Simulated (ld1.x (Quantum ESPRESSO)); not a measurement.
**Before and after: ultrasoft potential for nitrogen**

```json
{"Element": "nitrogen (N)", "Generator": "ld1.x (Quantum ESPRESSO) 7.5", "Type": "ultrasoft", "Functional": "PBEsol", "Relativity": "non-relativistic", "Frozen core": "[He]", "Valence charge": "5", "Reference configuration": "2s2 2p2 (charge +1)", "Partial waves": "2s (bound): rcut 0.90, rcutus 1.10 bohr; 2s channel at -0.6 Ry: rcut 0.90, rcutus 1.10 bohr; 2p (bound): rcut 1.60, rcutus 1.90 bohr; 2p channel at -1.15 Ry: rcut 1.60, rcutus 1.90 bohr", "Local potential": "all-electron potential smoothed inside 1.40 bohr (lloc = -1)", "Core correction": "a·sin(br)/r model core inside 0.55 bohr", "Augmentation charge": "built from norm-conserving waves at rcut, not smoothed further"}
```

All-electron outer shells of the reference configuration (PBEsol, non-relativistic, ld1.x):

```csv
shell,level (eV),outermost node (bohr),outermost maximum (bohr)
2s,-32.28,0.32,0.99
2p,-20.60,–,0.92
```

Change: augmentation PSQ, radius 0.65 bohr.

Cutoffs: the cutoffs (Ry, on a coarse ladder) from which the occupation-weighted sum of valence levels, in a spherical-Bessel basis at the reference potential, stays within 10 and 1 mRy of its value at 400 Ry; they do not see the model core or the augmentation charge, which bear on the density cutoff. Errors are all-electron minus pseudo energies relative to the spin-unpolarised reference configuration.

Problem. How do hardness, ghosts and transferability respond?

Solution. The potential gets neither clearly harder nor softer (18 Ry and 30 Ry → 18 Ry and 30 Ry); of the 7 tests that both files solve, the error grows in 0 and shrinks in 7 by more than 15 % and 0.3 meV (median size 68.7 → 14.6 meV); neither file shows a bound ghost.

```tsv
quantity	base	changed
cutoff, loose	18 Ry	18 Ry
cutoff, tight	30 Ry	30 Ry
bound ghosts	none	none
error for 2s2 2p3, meV [ΔE -13.53 eV]	+19	-0.7
error for 2s2 2p1, meV [ΔE 28.74 eV]	+69	-1.9
error for 2s2 2p0, meV [ΔE 75.63 eV]	+460	+18
error for 2s0 2p5, meV [ΔE 9.31 eV]	+107	+50
error for 2s1 2p4, meV [ΔE -2.12 eV]	+58	+15
error for 2s1 2p0, meV [ΔE 153.10 eV]	+894	+68
error for 2s2 2p3.3, meV [ΔE -15.13 eV]	+25	-0.8
s: phases at 2.06 bohr within 0.05 rad from the reference energy up to (Ry; the scan ends near 5)	to the end of the scan	to the end of the scan
p: phases at 2.06 bohr within 0.05 rad from the reference energy up to (Ry; the scan ends near 5)	to the end of the scan	to the end of the scan
lowest overlap eigenvalue by channel	s 0.53, p 1.00	s 0.55, p 1.00
```
